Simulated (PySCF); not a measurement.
# Si (silicon, neutral) across methods

[Ne] 3s2 3p2, high-spin 3P determinant. Calculation: PySCF 2.14, in aug-cc-pV(5+d)Z (8s7p6d4f3g2h, 136 functions); no relativity, point nucleus. The B2PLYP total includes its PT2 part (frozen core); its orbital energies are those of the SCF part.

```csv
method,E (hartree),mean ε 3s α (eV),mean ε 3s β (eV),mean ε 3p α (eV),Σ⟨r²⟩ (bohr²),⟨S²⟩
CAM-B3LYP,-289.3869,-14.292,-12.179,-6.720,31.86,2.005
PBE0,-289.2583,-12.795,-10.710,-5.630,31.79,2.006
r2SCAN,-289.3505,-11.669,-9.751,-4.911,31.73,2.010
LDA,-288.2184,-11.294,-9.874,-4.573,32.13,2.002
r2SCANh,-289.3497,-12.233,-10.140,-5.282,31.70,2.010
UHF,-288.85883,-16.867,-12.593,-8.202,32.14,2.016
PBE,-289.2327,-11.225,-9.696,-4.609,32.04,2.004
B2PLYP,-289.2638,-14.212,-11.539,-6.421,31.98,2.008
```
